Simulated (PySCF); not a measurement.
Be(OH)(SMe) (CH4BeOS), SMILES [OH][Be][S]C.

Coordinates come from a PBE0-D3(BJ)/def2-SVP optimisation. The values are those of a single conformer.

Calculation: TDDFT-ωB97X/def2-SVPD in PySCF.

Vertical excitations. The molecule is in vacuum.

```tsv
state	energy (eV)	λ (nm)	f	main pairs
S1	5.44	228	0.000	HOMO→LUMO+1 72 %, HOMO→LUMO+4 19 %
S2	6.10	203	0.046	HOMO→LUMO 62 %, HOMO→LUMO+3 21 %
S3	6.79	183	0.043	HOMO→LUMO+2 36 %, HOMO→LUMO+5 24 %, HOMO−1→LUMO+1 21 %
S4	7.19	172	0.041	HOMO−1→LUMO+1 52 %, HOMO→LUMO+2 20 %, HOMO−1→LUMO+4 13 %
S5	7.65	162	0.064	HOMO−1→LUMO 28 %, HOMO→LUMO+3 22 %, HOMO−1→LUMO+3 12 %, HOMO→LUMO 11 %
S6	7.68	161	0.083	HOMO−1→LUMO 28 %, HOMO→LUMO+3 27 %, HOMO−1→LUMO+3 13 %, HOMO→LUMO+6 9 %
S7	7.78	159	0.005	HOMO→LUMO+6 31 %, HOMO→LUMO+7 30 %, HOMO→LUMO+12 10 %, HOMO→LUMO+3 8 %
S8	8.14	152	0.024	HOMO→LUMO+5 26 %, HOMO→LUMO+4 18 %, HOMO−1→LUMO+2 12 %, HOMO→LUMO+1 9 %
S9	8.16	152	0.024	HOMO−1→LUMO+2 25 %, HOMO→LUMO+5 24 %, HOMO−1→LUMO+5 15 %, HOMO→LUMO+2 7 %
S10	8.19	151	0.012	HOMO−2→LUMO 29 %, HOMO→LUMO+4 21 %, HOMO−1→LUMO+2 8 %, HOMO→LUMO+1 7 %
T1	5.11	242	0	HOMO→LUMO+1 67 %, HOMO→LUMO+4 22 %
T2	5.93	209	0	HOMO→LUMO 59 %, HOMO→LUMO+3 21 %
T3	6.23	199	0	HOMO→LUMO+2 38 %, HOMO→LUMO+5 31 %, HOMO−1→LUMO+1 11 %
T4	6.44	193	0	HOMO−1→LUMO+1 54 %, HOMO−1→LUMO+4 18 %, HOMO→LUMO+2 9 %
```
Triplets are in the Tamm–Dancoff approximation, which puts them higher than full response would, so one can lie above its singlet here.
